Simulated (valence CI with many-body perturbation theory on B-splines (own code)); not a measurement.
Questions on Nb II

Computed by configuration interaction combined with many-body perturbation theory (CI+MBPT): four valence electrons over a frozen Dirac-Fock core [Kr], a basis of 7 s, 7 p, 8 d, 6 f, 4 g, 1 h functions for each j, with the one-electron correlation potential Σ1 (screened to all orders), the two-electron term Σ2, the three-electron term Σ3, Breit, model QED; selected single and double excitations, second order for the rest, scaled by the run's own slope (own B-spline code, finite nucleus).

Against 12 measured levels this calculation errs by 124 cm⁻¹ on average and by 283 at most. These come from a selection out of the NIST Handbook of Basic Atomic Spectroscopic Data. Levels without a partner in it may be off by more, other configurations by 1,000 to 4,000 cm⁻¹. Among the levels kept, up to 350 cm⁻¹ of a level comes from second order outside the variational space, and about a tenth of that is noise between levels of different J, which matters for small intervals. Only levels of the ground parity were solved; by the run's estimate the other parity begins above the list, which can be wrong where configurations are misplaced.

Rates and lifetimes use the calculated energies. Strong lines usually hold to 10 to 20 %, long lifetimes can be off by a factor of two.

(1) What is the ground level?

(2) How well does LS coupling describe the low levels?

(3) What is the ionisation energy?

(4) What are the static dipole polarisabilities of the lowest levels?

(5) How is the term 5D of the ground level split?

Answers

(1) 4d4 5D_0, composition 96 % 4d4 5D + 2 % 4d4 3P.

(2) Among the lowest 20 levels the leading LS term, summed over configurations, holds 94 % on average. For single configurations the figures are 80 % in LS and 46 % in jj coupling. Terms mix most in the J = 2 level at 0.9255 eV, where the leading one holds 64 %.

(3) 13.962 eV; NIST lists 14.32 eV (semi-empirical).

(4) 4d4 5D_0 25.5; 4d4 5D_1 25.4 (tensor -1.4); 4d4 5D_2 25.4 (tensor -0.90); 4d4 5D_3 25.4 (tensor 0.85) bohr³, of which the core gives 2.27.

(5) J = 0 at 0.0000, J = 1 at 0.0190, J = 2 at 0.0529, J = 3 at 0.0974, J = 4 at 0.1497 eV.
